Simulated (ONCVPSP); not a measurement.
## How hard is this Mg ONCV potential?

| Item | Value |
| --- | --- |
| Element | Mg |
| Generator | ONCVPSP 4.0.1 |
| Type | optimised norm-conserving Vanderbilt (ONCV) |
| Functional | PBE |
| Relativity | scalar-relativistic |
| Frozen core | [He] |
| Valence charge | 10 |
| Reference configuration | 2s2 2p6 3s1.5 (charge +0.5) |
| Partial waves | 2s+3s: rc 0.95 bohr, ncon 4, nbas 8, qcut 14.7 1/bohr, 2 projectors; 2p: rc 0.85 bohr, ncon 4, nbas 9, qcut 18.4 1/bohr, 2 projectors, debl 2.6 Ha |
| Local potential | polynomial inside 0.60 bohr (lpopt 1, dvloc0 0 Ha) |
| Core correction | none |

Task: For each optimised wave give the share of its norm inside rc, the residual kinetic energy above qcut (Ha) and the cutoffs (Ha) for errors of 10, 1, 0.1 and 0.01 mHa per electron.

Result:

```
         wave  norm inside rc  residual KE  10 mHa  1 mHa  0.1 mHa  0.01 mHa
           2s           0.819      4.2e-08    40.5   60.7     75.1      86.8
           3s           0.026      7.1e-09    10.0   40.9     62.3      78.4
           2p           0.731      9.1e-08    89.0  111.8    130.3     145.3
p projector 2           0.030      2.5e-08    62.8   91.2    115.1     134.5
```

The occupied waves need 112 Ha and 130 Ha for 1 and 0.1 mHa.
